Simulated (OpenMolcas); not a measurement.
**Computed transition rates of Ni2+**

```
Program             : OpenMolcas
Method              : MS-CASPT2, IPEA 0.25 Eh, imaginary shift 0.1 Eh (closed shells correlated: 3s 3p)
Basis               : ANO-RCC-VTZP [6s5p3d2f1g]
Scalar Hamiltonian  : DKH2, point nucleus
Active space        : 8 electrons in 6 orbitals (3d 4s)
State averaging     : 2S+1 = 3 even, 55 roots; 2S+1 = 5 even, 10 roots kept (CI in the orbitals of an earlier block); 2S+1 = 1 even, 50 roots kept (CI in the orbitals of an earlier block)
Spin-orbit coupling : RASSI with atomic mean-field integrals over the reference wave functions, term energies averaged over their components
```

Rates come from the transition moments of the reference wave functions (E1 and E2 in the length form). At fixed line strength A goes as λ^-3 for E1 and M1 and as λ^-5 for E2, so a rate at the computed wavelength can be rescaled to the measured one. Measured vacuum wavelengths follow from level energies in Corliss and Sugar, J. Phys. Chem. Ref. Data 10, 197 (1981). Branching counts decays inside the model space alone, at computed energies, and the table is only a selection of the E2 and M1 lines, drawn from those between levels with measured partners whose computed energy lies within a factor of 1.5 of the measured one.

```
               Upper    Lower  Type  λ computed (nm)  λ measured (nm)  A computed (s-1)  A rescaled (s-1)  Branching %
             3d8 3F2  3d8 3F3    M1            10440            11000          3.14e-02          2.68e-02        100.0
             3d8 3F3  3d8 3F4    M1             6913             7349          7.90e-02          6.58e-02        100.0
             3d8 3P2  3d8 1D2    M1             2878             3802          1.51e-01                           51.0
             3d8 3P1  3d8 1D2    M1             2597             3394          1.25e-01                           70.1
             3d8 1D2  3d8 3F3    M1            845.8            789.2          5.62e-01                           70.6
             3d8 3P0  3d8 3F2    E2            667.4            668.4          4.33e-02          4.30e-02         97.6
             3d8 1G4  3d8 3F4    M1            435.2            432.7          3.95e-01                           66.8
             3d8 1S0  3d8 1D2    E2            258.7            259.7          1.06e+01          1.04e+01         60.6
          3d7 4s 5F2  3d8 3F2    E2            186.7            186.3          1.32e-01                           80.9
          3d7 4s 5F5  3d8 3F4    E2            185.8            186.2          5.13e-02                           92.7
          3d7 4s 5F1  3d8 3F2    E2            185.5            185.1          3.01e-02                           53.6
          3d7 4s 5F3  3d8 3F3    E2            185.2              185          2.24e-01                           68.9
          3d7 4s 5F4  3d8 3F4    E2            182.8              183          3.98e-01                           86.4
3d7 4s 3P0(1) [56 %]  3d8 3P2    E2            162.4            161.3          8.27e+01          8.56e+01         64.6
          3d7 4s 1H5  3d8 1G4    E2            158.6            159.4          1.29e+02          1.26e+02         96.2
          3d7 4s 1G4  3d8 1D2    E2            152.7            153.3          6.11e+01          5.99e+01         52.5
          3d7 4s 1D2  3d8 1D2    E2            136.7            137.7          1.91e+02          1.84e+02         84.2
          3d7 4s 3G3  3d8 3F2    E2            135.7            135.2          7.59e+01          7.73e+01         78.1
          3d7 4s 3G4  3d8 3F3    E2              135            134.6          7.78e+01          7.90e+01         78.0
          3d7 4s 3G5  3d8 3F4    E2            133.3            133.1          9.99e+01          1.01e+02         94.8
3d7 4s 3P0(2) [56 %]  3d8 3F2    E2            128.6            127.6          2.62e+02          2.72e+02         95.3
3d7 4s 3P1(2) [68 %]  3d8 3F3    E2            128.3            127.6          1.72e+02          1.77e+02         77.2
          3d7 4s 3H4  3d8 3F2    E2            123.6            124.1          1.30e+02          1.27e+02         86.4
          3d7 4s 3H5  3d8 3F3    E2              123            123.7          1.46e+02          1.42e+02         93.5
          3d7 4s 3H6  3d8 3F4    E2            121.6            122.4          1.67e+02          1.62e+02         99.9
```

Spin-changing lines and M1 lines between different terms are not rescaled, since their strength hangs on the term gaps too.

The largest correction is for 3d8 3F3 → 3d8 3F4 (M1): 7.90e-02 × (6913 / 7349)^3 = 6.58e-02 s-1, a factor of 0.83.

The computed rate and branching of 3d8 3F3 → 3d8 3F4 give the upper level a radiative lifetime of 1.000 / 7.90e-02 s-1 = 1.27e+01 s, counting decays inside the model space alone. The rescaled rate gives about 1.5e+01 s.

These are rates of the free ion; in crystals, glasses and complexes forced electric-dipole and non-radiative decay shorten such lifetimes by orders of magnitude. No measured rate stands beside these. Rescaling mends the energy factor alone: line strengths can still be far off where a level mixes with configurations outside the active space, and weak or spin-changing lines hang on small mixing coefficients that depend on the term gaps too, so rescaling need not improve them.

CASPT2 does not keep the components of a term degenerate, so their means are used; among the terms shown or strongly mixed into the levels shown the widest spread is 2100 cm-1 (3d8 1G). Some levels mix across a computed gap that differs much from the measured one, so their mixing is not that of the real levels. Terms from blocks run as CI alone lack orbitals of their own. A single d shell beside an s shell can misplace configurations of different d count against each other. The CASPT2 spread within a term exceeds the gap to the next term for 3d7 4s 3P(1) and 3d7 4s 1G, 3d7 4s 1G and 3d7 4s 3P(2), 3d7 4s 1H and 3d7 4s 1D, so the order of their levels is uncertain. Computed and measured levels are paired by configuration, term and J; levels that our copy of the source lacks, or whose pairing is in doubt (as where it misses far off the trend of its configuration), stay unpaired. Only configurations of the active space appear.

A share in square brackets marks a mixed level and gives the weight of the term that names it. A number in round brackets counts repeated terms of one configuration in the order of the reference energies.
